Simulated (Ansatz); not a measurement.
Relaxation of C₂H₉MgNO (14 atoms, charge 0, multiplicity 1), to a largest force component of 0.03 eV/Å in at most 50 steps.

All numbers below come from RKS r2SCANh-D4/6-31G* (Ansatz 0.2.0).

```xyz
14
Properties=species:S:1:pos:R:3:forces:R:3
Mg -0.231 0.304 -0.932 0.88 -0.36 1.15
N 1.213 -0.326 0.415 -1.08 0.45 -0.70
C 1.468 -1.703 0.823 -0.04 0.09 0.02
C -1.540 1.030 -2.382 -0.01 -0.01 -0.01
H -0.241 0.522 2.000 0.25 -0.18 -0.17
O -1.088 0.929 2.257 0.07 0.15 -0.24
H 2.088 0.193 0.442 -0.05 -0.03 0.01
H 1.872 -1.770 1.849 -0.03 0.01 -0.08
H 2.167 -2.255 0.170 -0.01 0.01 0.01
H 0.528 -2.271 0.826 0.04 0.02 0.01
H -2.370 1.588 -1.931 0.02 -0.03 -0.01
H -1.040 1.711 -3.083 -0.01 -0.04 0.02
H -1.985 0.226 -2.984 0.03 0.05 0.04
H -0.840 1.823 2.531 -0.05 -0.14 -0.03
```

**Question.** Where does it end, and by what steps?

**Answer.** It converged. After 22 steps the energy has fallen by 1.770 eV; H5 moved furthest, 1.27 Å. Parted: H5–O6. Joined: Mg1–O6, N2–H5.

```
step  energy less start (eV)  largest force component (eV/Å)  accepted
   0                  0.0000                           1.148       yes
   1                 -0.2074                           0.662       yes
   2                 -0.4068                           0.911       yes
   3                 -0.6573                           0.674       yes
   4                 -0.8286                           0.859       yes
   5                 -0.8814                           0.478       yes
   6                 -0.9205                           0.411       yes
   7                 -1.0069                           1.328       yes
   8                 -1.0606                           3.257       yes
   9                 -1.3477                           1.028       yes
  10                 -1.5385                           0.765       yes
  11                 -1.6833                           0.408       yes
  12                 -1.5827                           2.179        no
  13                 -1.7186                           0.245       yes
  14                 -1.7415                           0.163       yes
  15                 -1.7388                           1.023        no
  16                 -1.7550                           0.257       yes
  17                 -1.7617                           0.166       yes
  18                 -1.7673                           0.069       yes
  19                 -1.7688                           0.069       yes
  20                 -1.7693                           0.061       yes
  21                 -1.7695                           0.035       yes
  22                 -1.7695                           0.012       yes
```

```xyz
14
Properties=species:S:1:pos:R:3
Mg -0.703 0.835 0.011
N 1.127 -0.125 0.698
C 1.218 -1.592 0.628
C -1.305 0.846 -2.002
H 0.928 0.179 1.655
O -0.965 1.237 1.796
H 2.015 0.290 0.427
H 2.039 -2.001 1.227
H 1.352 -1.896 -0.412
H 0.281 -2.020 0.991
H -2.296 1.300 -2.136
H -0.621 1.410 -2.651
H -1.372 -0.162 -2.434
H -1.700 1.700 2.203
```

Whether the end is a true minimum wasn't checked by a vibrational analysis.

Run time: 67 s on 2 threads of AMD EPYC 9R14 (Zen 4), with other jobs on the host, peak memory 0.27 GiB.
